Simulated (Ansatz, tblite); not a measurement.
Cost and result up the ladder for B₁₄ (the lowest singlet isomer of a short search) (14 atoms). Total charge 0; singlet. Geometry: PBE0-D4/def2-SVP.

Cartesian coordinates in Å:
```
B 0.5997 -1.9131 0.8343
B 0.8370 -2.5583 -1.9278
B 0.1194 -1.3613 -0.8829
B -0.0268 -1.1074 2.0322
B -0.1175 1.4801 0.6626
B -0.0602 1.5583 -1.1518
B 0.4296 -1.2293 -2.6026
B -1.1260 1.8470 2.0843
B 1.1030 -2.7660 -0.3994
B -0.6400 0.3424 2.0440
B -0.8227 3.0173 1.0892
B -0.3863 2.8594 -0.3844
B -0.0076 -0.2912 0.5319
B 0.0985 0.1220 -1.9294
```

Ansatz on 4 threads of Arm Neoverse V1 on a shared host; xTB runs through tblite on one thread. Times are rough, summed over both states, and most runs start from the orbitals of an earlier one. No level here is sound enough to serve as a yardstick. The other state is a doublet.

The xTB rows come from tblite. At PBE0-D4/def2-TZVP a triplet of charge 0 lies 0.30 eV below the restricted singlet, each at its own geometry. The structure comes from a short search, and lower isomers may exist.

Raw xTB energies of ions are shifted by several eV.

| level | functions | wall time | vertical IE (eV) | remarks |
| --- | --- | --- | --- | --- |
| GFN1-xTB | 56 | 0.02 s | 11.55 | – |
| GFN2-xTB | 56 | 0.033 s | 8.93 | – |
| PBE-D4/def2-TZVP (with forces) | 434 | 32 s | 7.61 | restricted SCF unstable in HF (singlet) |
| r2SCAN-D4/def2-TZVP | 434 | 57 s | 7.53 | restricted SCF unstable in HF (singlet) |
| PBE0-D4/def2-TZVP | 434 | 96 s | 7.61 | restricted SCF unstable in HF (singlet) |
